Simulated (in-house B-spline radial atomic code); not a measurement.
The numbers below are computed, except where a source is named.
# Softness against transferability: the 5s channel of Te

Te, [Kr] 4d10 5s2 5p4, non-relativistic PBE, spherical and spin-unpolarised, from an all-electron radial atomic-structure program (B-spline basis) (atomic units). The all-electron 5s level is ε = -0.512919 hartree, its outermost node lies just inside 0.97 bohr and its outer maximum at 1.88 bohr.

Troullier-Martins pseudo-orbitals are made for several radii. The cutoffs (hartree) are the plane-wave energies beyond which the orbital holds less than the named kinetic energy per electron. The phase error is the difference, pseudo minus all-electron, of arctan(R P'/P) at R = 2.92 bohr for all radii, half a hartree below and above the level.

```
r_c (bohr)  V_l(0) (hartree)  cutoff for 10 mEh  for 1 mEh  for 0.1 mEh  phase error at ε − 0.5 (mrad)  at ε + 0.5 (mrad)
      1.41             -8.88               17.5       51.6         91.9                           -2.6              -16.4
      1.63             -0.44               9.68       23.9         44.9                           -1.1               -3.5
      1.87              2.74               4.99       13.5         24.8                           -0.8               -2.2
      2.12              2.04               4.74       12.9         23.7                           -1.0               -2.8
      2.36              0.97               4.26       11.1         19.7                           -2.0               -5.7
      2.62              0.22               3.59       9.16         12.7                           -4.6              -12.5
```

(1) Which radius needs the lowest cutoff for 0.1 mEh while both phase errors stay within 5.8 mrad?

(2) What does the larger radius buy, and what does it cost?

## Answers

(1) The radii within that limit are 1.63, 1.87, 2.12, 2.36 bohr; of these r_c = 2.36 needs the least, 19.7 hartree, that is 39.4 Ry or 536 eV.

(2) From r_c = 1.41 to 2.62 bohr the cutoff for 1 mEh goes from 51.6 to 9.16 hartree, a factor of 5.63, against 3.45 for a pure 1/r_c² scaling, end to end; step by step it is 51.6, 23.9, 13.5, 12.9, 11.1, 9.16, and for 0.1 mEh 91.9, 44.9, 24.8, 23.7, 19.7, 12.7; the number of plane waves goes as the cutoff to the power 3/2, here a factor of 13.4. The larger of the two phase errors is least at r_c = 1.87 bohr, 2.2 mrad; it is 16.4 at the smallest radius and 12.5 at the largest. These errors test the reference atom alone. The smallest radius lies well inside the outer maximum, where the nodeless form must bend sharply to keep the norm, so it is both harder and scatters less well than the next. Large radii also let the cores of neighbours overlap, which an atom doesn't show.
